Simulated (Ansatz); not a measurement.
Geometry optimisation, RKS LDA/def2-SVP in Ansatz 0.2.0.

The input (input.yaml):

```yaml
crystal:
  periodic: [false, false, false]
  atoms:
    - { symbol: Si, position_ang: [0.0, 0.0, 0.0] }
    - { symbol: Si, position_ang: [0.0, 0.0, 2.22] }
    - { symbol: H, position_ang: [-1.3148, -0.4067, 2.7074] }
    - { symbol: H, position_ang: [1.0096, -0.9353, 2.7074] }
    - { symbol: H, position_ang: [0.3052, 1.342, 2.7074] }
    - { symbol: "N", position_ang: [1.7163, 0.0, -0.6061] }
    - { symbol: H, position_ang: [2.2145, -0.918, -0.7868] }
    - { symbol: H, position_ang: [2.2175, 0.918, -0.7783] }
    - { symbol: "N", position_ang: [-0.8572, 1.4851, -0.6061] }
    - { symbol: H, position_ang: [-1.8773, 1.43, -0.8888] }
    - { symbol: H, position_ang: [-0.3367, 2.4058, -0.6766] }
    - { symbol: H, position_ang: [-0.6877, -1.1914, -0.4862] }
basis:
  gaussian: { orbitals: def2-SVP }
hamiltonian:
  xc: lda
relax:
  f_tol: 0.02
  max_steps: 40
output:
  orbitals: {}
```

Command:

```bash
$ ansatz run input.yaml --threads 4 --pin off --max-ram 5120MiB --backend cpu --events-out ev --progress --plain --runs-dir out
```

Question: Where does it end, and by what steps?

Answer: The run converged. After 12 steps the energy has fallen by 0.829 eV; H11 moved furthest, 1.05 Å.

```
step  energy less start (eV)  largest force component (eV/Å)  accepted
   0                  0.0000                           2.439       yes
   1                 -0.5013                           1.178       yes
   2                 -0.6494                           1.107       yes
   3                 -0.7017                           0.386       yes
   4                 -0.7407                           0.313       yes
   5                 -0.7790                           0.248       yes
   6                 -0.8035                           0.597       yes
   7                 -0.8045                           0.639       yes
   8                 -0.8229                           0.155       yes
   9                 -0.8209                           0.114        no
  10                 -0.8254                           0.138       yes
  11                 -0.8290                           0.036       yes
  12                 -0.8293                           0.015       yes
```

```xyz
12
Properties=species:S:1:pos:R:3
Si 0.024 0.008 -0.095
Si 0.030 0.095 2.244
H -1.325 -0.133 2.869
H 0.986 -0.913 2.832
H 0.501 1.462 2.693
N 1.603 0.017 -0.798
H 2.009 -0.851 -1.157
H 2.323 0.688 -0.514
N -0.989 1.333 -0.530
H -1.179 1.558 -1.512
H -1.042 2.161 0.069
H -0.552 -1.296 -0.588
```

Whether the end is a true minimum wasn't checked by a vibrational analysis.

The run took 8.5 s on 4 threads of Arm Neoverse V2, with other jobs on the host, peak memory 0.14 GiB.
